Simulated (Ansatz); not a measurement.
`[SiH3][SiH2]CC=S` and `S=CCCS` differ in one atom or group.

Ansatz, PBE0-D4/def2-TZVP geometries, multiplicity 1. Each molecule was computed in one conformer, which needn't be the lowest.

```json
{"property": "size of the dipole moment (PBE/def2-TZVPP) / D", "`[SiH3][SiH2]CC=S`": "2.30"}
{"property": "HOMO–LUMO gap (PBE/def2-TZVPP) / eV", "`[SiH3][SiH2]CC=S`": "2.20"}
{"property": "HOMO energy (ωB97M-V/def2-TZVPP) / eV", "`[SiH3][SiH2]CC=S`": "-8.74"}
{"property": "LUMO energy (PBE0/def2-TZVPP) / eV", "`[SiH3][SiH2]CC=S`": "-2.20"}
{"property": "HOMO energy (PBE/def2-TZVPP) / eV", "`[SiH3][SiH2]CC=S`": "-5.30"}
{"property": "HOMO–LUMO gap (B3LYP/def2-TZVPP) / eV", "`[SiH3][SiH2]CC=S`": "3.89"}
```

Problem. Give the same properties after the change, and the shifts. (Estimate.)

Solution. Ansatz gave: 
```
                                      property  `S=CCCS`  shift
size of the dipole moment (PBE/def2-TZVPP) / D      1.40  -0.90
           HOMO–LUMO gap (PBE/def2-TZVPP) / eV      2.04  -0.16
         HOMO energy (ωB97M-V/def2-TZVPP) / eV     -8.74   0.00
            LUMO energy (PBE0/def2-TZVPP) / eV     -2.31  -0.11
             HOMO energy (PBE/def2-TZVPP) / eV     -5.29   0.01
         HOMO–LUMO gap (B3LYP/def2-TZVPP) / eV      3.79  -0.10
```

Dipoles are sizes alone; their direction can turn.

B3LYP here is the variant with VWN-RPA as its local correlation; programs differ in this.
